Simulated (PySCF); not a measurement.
# Mg (magnesium, neutral): UHF calculation

Configuration: [Ne] 3p2, high-spin 3P determinant (an excited configuration). Calculation: PySCF 2.14, in aug-cc-pVTZ-DK (6s5p3d2f, 50 functions); scalar relativity by spin-free X2C-1e.

* Total energy: -199.688018 hartree
* One-electron energy: -278.1461 hartree
* Hartree (Coulomb) energy: 94.4490 hartree
* Exchange energy: -15.9910 hartree
* ⟨S²⟩: 2.0000
* ⟨L²⟩: 2.000
* Sum of ⟨r⟩: 13.94 bohr
* Sum of ⟨r²⟩: 44.31 bohr²
* Traceless quadrupole moment −½Σ⟨3z² − r²⟩ along its main axis: 7.91 e·bohr²
* Langevin diamagnetic susceptibility: -35.1 ×10⁻⁶ cm³/mol

```
shell  electrons  mean orbital energy (hartree)  spread (hartree)  rms radius, mean of both spins (bohr)
 1s α          1                      -49.25986                 0                                  0.151
 1s β          1                      -49.25632                 0                                  0.151
 2s α          1                       -3.91485                 0                                  0.755
 2s β          1                       -3.90938                 0                                  0.755
 2p α          3                       -2.42692           0.00417                                  0.769
 2p β          3                       -2.41784           0.00665                                  0.769
 3p α          2                       -0.17765                 0                                   4.45
```

Spin-orbit constants ζ (cm⁻¹) from the X2C one-electron operator on these orbitals: bare nucleus, nucleus screened by l(l+1)(2l+1)/3 electrons, and screened by the Breit-Pauli mean field of the electrons.

```json
{"shell": "2p", "bare": "1751", "screened nucleus": "1459", "mean field": "1326"}
{"shell": "3p", "bare": "40.60", "screened nucleus": "33.83", "mean field": "29.89"}
```

To first order the Landé constant is A = 14.95 cm⁻¹, so the lowest level has J = 0 and lies 0.00371 eV below the centre of the term. This holds in LS coupling only.
